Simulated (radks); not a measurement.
Values are calculated unless marked as measured or tabulated.
Gd XLI, 24 electrons, occupied as [Ar] 3d6. Level of theory: scalar-relativistic Kohn-Sham, r2SCAN, spin-polarised, spherical densities, finite nucleus; open shells are filled with parallel spins first (spin-orbit coupling, left out, can overturn this in heavy ions); meta-GGA in the generalised Kohn-Sham scheme; Fermi nuclear charge, rms radius 5.1569 fm (a radial shooting solver on a logarithmic mesh with Libxc functionals). Some entries of the table are withheld. Estimate them.

orbital,occ.,eigenvalue (hartree),<1/r> (bohr^-1)
1s up,1,-1919.064,71.65
1s down,1,-1919.063,71.65
2s up,1,-378.9945,16.71
2s down,1,-378.1850,16.73
2p up,3,(1),15.57
2p down,3,(2),15.60
3s up,1,-134.1386,6.430
3s down,1,-133.3427,6.397
3p up,3,-123.7482,6.072
3p down,3,-122.9047,6.040
3d up,5,-111.2969,(3)
3d down,1,-110.2002,(4)

Answer. 
(1) 2p up eigenvalue (hartree): -345.5763
(2) 2p down eigenvalue (hartree): -344.9608
(3) 3d up <1/r> (bohr^-1): 5.773
(4) 3d down <1/r> (bohr^-1): 5.753
